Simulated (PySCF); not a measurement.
**Field gradients at the hydrogen positions**

Compound: C₅H₁₆Si₂.
Geometry (GFN2-xTB, Å), atoms numbered from 1 in this order:
```xyz
23
C5H16Si2 angstrom
C     -3.5343   -0.6473   -0.3466
C     -2.2362    0.1525   -0.3301
C     -1.5250    0.0599    1.0153
Si     0.1173    1.0270    1.0526
Si     1.6637    0.0963   -0.4113
C      2.2647   -1.6029    0.2158
C      3.1905    1.2222   -0.5824
H     -4.2144   -0.2843    0.4217
H     -3.3342   -1.7000   -0.1553
H     -4.0288   -0.5621   -1.3120
H     -1.5768   -0.2169   -1.1199
H     -2.4567    1.1997   -0.5495
H     -2.1952    0.4296    1.7937
H     -1.3408   -0.9918    1.2452
H      0.5664    1.0284    2.4562
H     -0.2036    2.4321    0.7515
H      1.1517   -0.1233   -1.7826
H      1.4445   -2.3114    0.2870
H      2.7131   -1.5234    1.2024
H      3.0105   -2.0331   -0.4468
H      3.6316    1.4373    0.3867
H      3.9606    0.7665   -1.1981
H      2.9265    2.1719   -1.0375
```

Level: PBE0/pcSseg-1 (PySCF, non-relativistic); Q(2H) = 0.00286 b; rigid geometry, the same for H and D, with no vibrational averaging.

Question: Rank these positions by the coupling χzz of a deuteron there, largest first.
A. H8 (methyl hydrogen)
B. H22 (methyl hydrogen)
C. H15 (Si–H hydrogen)
D. H11 (methylene hydrogen)

Answer: B (219 kHz), A (211 kHz), D (202 kHz), C (107 kHz).

Question: What are Vzz, η and χzz (234.96 MHz × Q × Vzz) at all hydrogens?

Answer: 
| atom | bonded to | bond length (Å) | Vzz (au) | η | χzz (kHz) |
| --- | --- | --- | --- | --- | --- |
| H8 | C1 | 1.088 | 0.3140 | 0.02 | 211 |
| H9 | C1 | 1.088 | 0.3141 | 0.02 | 211 |
| H10 | C1 | 1.088 | 0.3158 | 0.01 | 212 |
| H11 | C2 | 1.093 | 0.3011 | 0.03 | 202 |
| H12 | C2 | 1.092 | 0.3029 | 0.02 | 204 |
| H13 | C3 | 1.092 | 0.3116 | 0.03 | 209 |
| H14 | C3 | 1.092 | 0.3107 | 0.02 | 209 |
| H15 | Si4 | 1.474 | 0.1589 | 0.01 | 107 |
| H16 | Si4 | 1.472 | 0.1598 | 0.02 | 107 |
| H17 | Si5 | 1.480 | 0.1533 | 0.01 | 103 |
| H18 | C6 | 1.086 | 0.3259 | 0.01 | 219 |
| H19 | C6 | 1.087 | 0.3242 | 0.01 | 218 |
| H20 | C6 | 1.086 | 0.3256 | 0.01 | 219 |
| H21 | C7 | 1.086 | 0.3250 | 0.01 | 218 |
| H22 | C7 | 1.086 | 0.3261 | 0.01 | 219 |
| H23 | C7 | 1.086 | 0.3261 | 0.01 | 219 |

Question: Average by the element that carries the hydrogen.

Answer: on C: 213 kHz over 13 positions, mean bond length 1.089 Å; on Si: 106 kHz over 3 positions, mean bond length 1.475 Å.

Question: Give the 2H NMR doublet splittings at H21 for a magnetic field along the z, y and x axes of the gradient: 3χ/2, 3χ(1 + η)/4, 3χ(1 − η)/4.

Answer: With |χ| = 218.4 kHz and η = 0.013: 328, 166 and 162 kHz, to first order and without motion.

Isolated species at its GFN2-xTB geometry (one conformer only). GFN2-xTB bond lengths can be off by several hundredths of an ångström, more for odd bonds, and the gradients follow them. The small basis limits the accuracy of the gradients.
